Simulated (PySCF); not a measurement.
# Polarisability and C₆ of V (vanadium, neutral)

[Ar] 3d3 4s2, high-spin 4F determinant. Calculation: PySCF 2.14, in aug-cc-pwCVTZ-DK (10s9p7d4f3g, 127 functions); scalar relativity by spin-free X2C-1e. Coupled (time-dependent) response in atomic units; α is the mean over directions.

| method | mean α (bohr³) | C₆ (like pair) | S(−4) |
| --- | --- | --- | --- |
| PBE0 | 95.51 | 1042 | 5220 |

S(−4) is the Cauchy moment in α(ω) = α(0) + S(−4) ω² + …

Reference α: 87 ± 10 bohr³ (recommended; Schwerdtfeger and Nagle, table of static dipole polarizabilities (2023 update)). Published C₆: 832.0 (Chu and Dalgarno (2004); Tang, Norbeck and Certain (1976)).

α(iu) at PBE0:

```json
{"u (hartree)": "0", "α(iu) (bohr³)": "95.51"}
{"u (hartree)": "0.0500", "α(iu) (bohr³)": "84.51"}
{"u (hartree)": "0.100", "α(iu) (bohr³)": "64.39"}
{"u (hartree)": "0.200", "α(iu) (bohr³)": "35.10"}
{"u (hartree)": "0.300", "α(iu) (bohr³)": "21.21"}
{"u (hartree)": "0.500", "α(iu) (bohr³)": "10.51"}
{"u (hartree)": "0.750", "α(iu) (bohr³)": "6.008"}
{"u (hartree)": "1.00", "α(iu) (bohr³)": "4.078"}
{"u (hartree)": "1.50", "α(iu) (bohr³)": "2.370"}
{"u (hartree)": "2.00", "α(iu) (bohr³)": "1.593"}
{"u (hartree)": "3.00", "α(iu) (bohr³)": "0.8777"}
{"u (hartree)": "5.00", "α(iu) (bohr³)": "0.3895"}
```

A single London oscillator, α(iu) = α/(1 + u²/ω²), gives C₆ = (3/4) ω α². Matching the computed C₆ needs ω = 4 × 1042 / (3 × 95.51²) = 0.152 hartree.
